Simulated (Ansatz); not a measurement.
A structure relaxed at PBE0-D4/def2-SVP in Ansatz, charge 0, singlet:

```xyz
13

Hf    0.062    0.082   -1.131
O     1.966   -0.232   -1.160
O    -0.473    1.530   -2.291
O    -0.870   -1.552   -1.564
N    -0.475    0.688    0.769
Si   -0.124   -0.113    2.265
H     2.881   -0.500   -1.156
H    -0.620    2.094   -3.047
H    -1.330   -2.375   -1.706
H    -1.017    1.547    0.867
H     0.735    0.695    3.193
H     0.618   -1.369    1.923
H    -1.352   -0.496    3.038
```

(1) Give its formula, name or SMILES.

(2) Summarise the bond lengths by kind (pairs closer than 1.2 times the sum of covalent radii, bridged metal pairs left out).

Results:

(1) (OH)3Hf-NH-SiH3 (HfSiNO₃H₇).

(2) 3 × Hf–O 1.93 Å; 1 × Hf–N 2.07 Å; 1 × N–Si 1.73 Å; 1 × Hf–Si 3.41 Å; 3 × H–O 0.95 Å; 3 × H–Si 1.50 Å; 1 × H–N 1.02 Å. The metal has 4 neighbours: O 1.93 Å, O 1.93 Å, O 1.93 Å, N 2.07 Å.

In the def2 sets Hf takes a core potential; there is no spin–orbit coupling.
